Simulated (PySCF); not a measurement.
Problem. What does the PBE0-D3(BJ)/def2-SVP structure of `[Cl][Au]([Cl])([Cl])<-[AsH3]` (AuCl3(AsH3)) look like in three dimensions? (Singlet state.)

Solution. 
```
atom  x, y, z in Å
Au1    0.018    1.179   -0.011
Cl2    2.328    1.071    0.092
Cl3    0.006    3.474   -0.083
Cl4   -2.289    1.038   -0.150
As5    0.020   -1.233    0.034
H6     1.203   -1.888    0.687
H7     0.019   -1.846   -1.336
H8    -1.167   -1.880    0.684
```

Any rigid rotation of these coordinates is as good. Atoms count from 1 in this order. The 5 heavy atoms lie in one plane (0.008 Å rms). Au1 (gold bonded to As and 3 Cl) is square planar (angles from 86.6° to 179.3°). As5 (arsenic bonded to Au and 3 H) is distorted tetrahedral (angles from 102.6° to 116.4°).

Bonds between heavy atoms (Å): Au1–Cl2 2.315, Au1–Cl3 2.297, Au1–Cl4 2.316, Au1–As5 2.412.

Theory: PBE0-D3(BJ)/def2-SVP geometry optimisation, gas phase, def2 core potentials past Kr (PySCF 2.14.0).

Point group: near Cs, missed by 0.10 Å at most; the miss may be what the optimiser left on a soft mode. No frequency check.

The run took 92 s of wall time on an Arm Neoverse V2 with one thread (shared host), and the process peaked at 0.55 GiB of memory. That covers the optimisation of the geometry.
